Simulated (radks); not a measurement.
Q: The germanium anion Ge4-, [Kr], held by a Watson sphere: a shell of charge +4 at radius R that stands for the Madelung well of a crystal (potential energy -4/R inside, -4/r outside, in hartree with lengths in bohr). Calculated with a radial shooting solver on a logarithmic mesh with Libxc functionals: scalar-relativistic Kohn-Sham, LDA (Slater exchange, Perdew-Wang correlation), spin-unpolarised, spherical densities, finite nucleus; Fermi nuclear charge, rms radius of each element as measured or else 0.836 A^(1/3) + 0.57 fm. Response by self-consistent Sternheimer equations with the Hartree and adiabatic LDA kernel, the relativistic mass of each level held fixed and spin-orbit coupling left out. The sphere does not respond.

R (bohr)  e(3d) (eV)  e(4s) (eV)  e(4p) (eV)  <r> 4p (bohr)  sum of <r^2> (bohr^2)  X-ray form factor at sin(theta)/lambda = 0.3 1/angstrom  alpha (bohr^3)
2.23         -29.741     -15.748      -7.590          2.546                  66.26                                                   21.732           39.39
2.29         -29.426     -15.483      -7.469          2.578                  67.56                                                   21.736           41.25
2.61         -28.202     -14.187      -6.826          2.752                  74.87                                                   21.784           53.02
2.85         -27.635     -13.349      -6.361          2.885                  80.72                                                   21.836           64.16
2.93         -27.491     -13.094      -6.212          2.930                  82.74                                                   21.854           68.37
3.25         -27.072     -12.189      -5.649          3.110                  91.13                                                   21.922           88.04
3.65         -26.772     -11.289      -5.028          3.339                  102.3                                                   21.985           120.1
5.12         -26.442      -9.549      -3.475          4.204                  151.1                                                   22.048           337.7

Estimate the row for R = 3.98 bohr.

A: e(3d) (eV) -26.626; e(4s) (eV) -10.710; e(4p) (eV) -4.586; <r> 4p (bohr) 3.530; sum of <r^2> (bohr^2) 112.2; X-ray form factor at sin(theta)/lambda = 0.3 1/angstrom 22.018; alpha (bohr^3) 154.0.
